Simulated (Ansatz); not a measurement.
Program: Ansatz. Geometries: PBE0-D4/def2-TZVP. ΔE: electronic, gas phase. CBS: MP2 limit from def2 TZ/QZ plus the TZ coupled-cluster correction, frozen cores. This one scheme is used for every species. DFT in def2-TZVPP. For Se outer-core shells are correlated without core-valence functions, which leaves a few kJ/mol of doubt a bond. Scalar relativity is left out up to krypton. Each species was taken in one conformer, which may not be the lowest.

Consider the ligand exchange at the Si–C bond: `C[SiH2]OCF` + H₂Se → `FCO[SiH2][SeH]` + CH₄.

`C[SiH2]OCF`:

Cartesian coordinates in Å:
```
C 1.090 -1.420 -0.271
Si 0.552 -0.042 0.849
O -1.043 0.373 0.613
C -1.473 1.228 -0.362
F -1.265 0.680 -1.616
H 0.467 -2.305 -0.123
H 2.128 -1.694 -0.065
H 1.012 -1.118 -1.318
H 1.376 1.180 0.616
H 0.632 -0.444 2.274
H -0.927 2.180 -0.347
H -2.548 1.383 -0.250
```

H₂Se:

Cartesian coordinates in Å:
```
Se -0.102 -0.669 -0.103
H -0.083 0.512 -0.973
H 0.185 0.157 1.075
```

`FCO[SiH2][SeH]`:

```xyz
10

F    -0.211    0.285   -2.226
C     0.133    1.065   -1.146
O    -0.640    0.741   -0.057
Si   -0.682   -0.734    0.689
Se    1.393   -1.544    1.140
H    -0.064    2.106   -1.410
H     1.196    0.889   -0.950
H    -1.447   -0.487    1.928
H    -1.308   -1.769   -0.164
H     1.630   -0.552    2.198
```

CH₄:

Z-matrix (Å, degrees):
```
C
H 1 1.090
H 1 1.090 2 109.5
H 1 1.090 2 109.5 3 -120.0
H 1 1.090 2 109.5 3 120.0
```

```
        level  ΔE (kJ/mol)
      ωB97M-V        -67.4
HF/def2-QZVPP        -66.0
```

**Question.** What does CCSD(T)/CBS give? (An estimate is asked.)

**Answer.** The calculation gave: -72.0 kJ/mol. The listed levels differ from it by 4.6, 6.0 kJ/mol.

Largest T1 diagnostic among the species: 0.011.

The D4 term adds −3.5 kJ/mol with B3LYP and −1.8 kJ/mol with PBE0; it sums over pairs of atoms, weighted by their polarisabilities, and B3LYP, whose exchange is more repulsive, gets the larger term.

CCSD(T)/CBS has its own doubt, a few kJ/mol and more with outer-core shells, so smaller differences from it don't rank the levels.

B3LYP here is the variant with VWN-RPA as its local correlation; programs differ in this.
